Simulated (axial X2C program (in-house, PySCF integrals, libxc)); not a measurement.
**TiSe⁻: bond constants with and without spin–orbit coupling**

Computed with an in-house all-electron X2C program for linear molecules (integrals from PySCF). Spin-free means the one-electron spin-free X2C Hamiltonian; two-component (2c) means X2C with spin–orbit coupling and atomic mean-field two-electron Coulomb and Gaunt terms, so the difference of the two also holds small scalar two-electron terms. Basis: Se dyall-acv3z [9s10p7d5f1g], Ti dyall-acv3z [11s11p7d4f2g] (cores contracted in-house); Gaussian nuclei, density fitting, unrestricted open shells. Masses: Se 79.917 u, Ti 47.948 u.

The run was started with this input:
```json
{
 "zs": [
  34,
  22
 ],
 "q": -1,
 "bas": [
  "dyall-acv3z",
  "dyall-acv3z"
 ],
 "levels": [
  "PBE0",
  "HF",
  "PBEsol"
 ],
 "cc": true,
 "r0": 2.24,
 "thr": -1.0,
 "nmax": 90,
 "npts": 10,
 "nst": 2,
 "ntry": 6
}
```
```bash
python so2c.py task.json out
```

Keys: zs atomic numbers; q charge; bas basis sets; levels methods; cc coupled cluster on or off; r0 starting distance in Å; thr threshold in hartree for freezing inner shells (an s shell follows its p shell); nmax most natural virtual spinors; npts points on the curve; nst determinants followed; ntry starts of the search. HF also brings MP2.

State, spin-free: M_S = 1/2, Λ = 2 (beyond evenly filled blocks: δ+α); electrons by block: σα: 14, σβ: 14, π+α: 6, π+β: 6, π-α: 6, π-β: 6, δ+α: 2, δ+β: 1, δ-α: 1, δ-β: 1. Fragments: Se- + Ti.

State, 2c: Ω = 3/2 (⟨Sz⟩ = -0.50, ⟨Lz⟩ = 2.00 at PBEsol); electrons by block: 1/2: 20, -1/2: 20, 3/2: 8, -3/2: 7, 5/2: 1, -5/2: 1. Fragments: Se- + Ti.

```json
{"Hamiltonian": "spin-free", "level": "PBE0", "Re (Å)": "2.266", "ωe (cm⁻¹)": "375.7", "Be (cm⁻¹)": "0.1095", "αe (cm⁻¹)": "0.000425", "De (eV)": "3.61", "D0 (eV)": "3.59", "μ (D)": "-2.47"}
{"Hamiltonian": "spin-free", "level": "HF", "Re (Å)": "2.406", "ωe (cm⁻¹)": "316.7", "Be (cm⁻¹)": "0.09716", "αe (cm⁻¹)": "0.000366", "De (eV)": "1.92", "D0 (eV)": "1.90", "μ (D)": "0.10"}
{"Hamiltonian": "spin-free", "level": "CCSD", "Re (Å)": "2.316", "ωe (cm⁻¹)": "345.8", "Be (cm⁻¹)": "0.1049", "αe (cm⁻¹)": "0.000454", "De (eV)": "2.83", "D0 (eV)": "2.81", "μ (D)": "n/a"}
{"Hamiltonian": "spin-free", "level": "CCSD(T)", "Re (Å)": "2.305", "ωe (cm⁻¹)": "348.2", "Be (cm⁻¹)": "0.1059", "αe (cm⁻¹)": "0.000478", "De (eV)": "3.03", "D0 (eV)": "3.01", "μ (D)": "n/a"}
{"Hamiltonian": "spin-free", "level": "PBEsol", "Re (Å)": "2.237", "ωe (cm⁻¹)": "389.4", "Be (cm⁻¹)": "0.1124", "αe (cm⁻¹)": "0.000432", "De (eV)": "n/a", "D0 (eV)": "n/a", "μ (D)": "-3.34"}
{"Hamiltonian": "2c", "level": "PBEsol", "Re (Å)": "2.238", "ωe (cm⁻¹)": "388.8", "Be (cm⁻¹)": "0.1123", "αe (cm⁻¹)": "0.000434", "De (eV)": "n/a", "D0 (eV)": "n/a", "μ (D)": "-3.35"}
```

Correlated methods: 11 electrons correlated (number of frozen shells: Se 3 s, 2 p, 1 d; Ti 3 s, 2 p), 345 virtual spin orbitals or spinors in MP2, 90 natural virtuals in coupled cluster.

Dipoles are positive if Ti is the positive end and refer to the centre of mass.

Dissociation energies refer to the lowest single-determinant-based atoms at the same level and basis. De is not given where an atomic determinant may have missed its ground term or J level, or where the truncated virtual space spoils (T). Density functionals use the spin component along the axis (collinear). Coupled cluster ran in a truncated set of natural virtual spinors; the MP2 energy of the rest was added. (T) has no such correction and the atoms are truncated less, which lowers De at CCSD(T) by a hundredth of an eV or more. The functionals have no current-density term, which raises determinants with orbital currents, atoms included. The state is one determinant with fixed occupations, lowest in a PBE0 search at one distance only: followed along the bond, the 2c determinant Ω = 5/2 reaches 0.13 eV lower at PBE0, at Re = 2.269 Å, so the state shown is not the lowest. The outer-core s and p shells of the metal are frozen in the correlated rows, which leaves out core–valence correlation; for alkali and alkaline-earth bonds that tends to lengthen them. At some level and bond length an empty orbital lies below a filled one. The highest occupied level of some functionals is positive through self-interaction error; at Hartree–Fock it is bound. The determinant is spin-polarised beyond a pure state at some levels (its spin-free form has ⟨S²⟩ too high), which makes Re and μ there less reliable. The T1 diagnostic is large, a sign of multireference character. With the outer-core shells frozen, correlated bond lengths of heavy atoms tend to come out a few hundredths of an ångström too long. Hartree–Fock gets electron affinities wrong, so its lowest charge split need not be the true one.

No reliable constants came from CCSD (2c), CCSD(T) (2c), HF (2c), MP2 (2c), MP2 (spin-free), PBE0 (2c): no minimum in range, unconverged points, a curve that is not smooth, a change of character along it, or the two Hamiltonians disagreeing along it.

Rough cost a point (2c) on 1 thread(s) of a shared host, integrals apart: PBEsol 1.4 s.

The whole task took 9.6 min on 1 thread of Intel(R) Xeon(R) Platinum 8488C (Sapphire Rapids), on a shared host.
